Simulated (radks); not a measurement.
Spherical jellium clusters: N electrons in a uniform positive sphere of charge N and radius rs N^(1/3), rs = 5.93 bohr. Calculated with a radial shooting solver with Libxc functionals: non-relativistic Kohn-Sham, PBEsol, spin-polarised, spherical densities. Levels are named by radial order and angular momentum (1s, 1p, 1d, 2s, ...), and open shells are averaged over m.

N = 9, configuration 1s2 1p6 1d(up 1, down 0). This is the lowest configuration that the search found. Occupied levels:

| level | occupation | eigenvalue (eV) | <r> (bohr) |
|---|---|---|---|
| 1s up | 1 | -3.0091 | 8.303 |
| 1s down | 1 | -2.9640 | 7.955 |
| 1p up | 3 | -2.4999 | 9.554 |
| 1p down | 3 | -2.4075 | 9.363 |
| 1d up | 1 | -1.8178 | 10.58 |

Energy (eV): total -15.1141, kinetic 7.8822, external -213.69, Hartree 106.80, exchange-correlation -23.319, background 107.21.
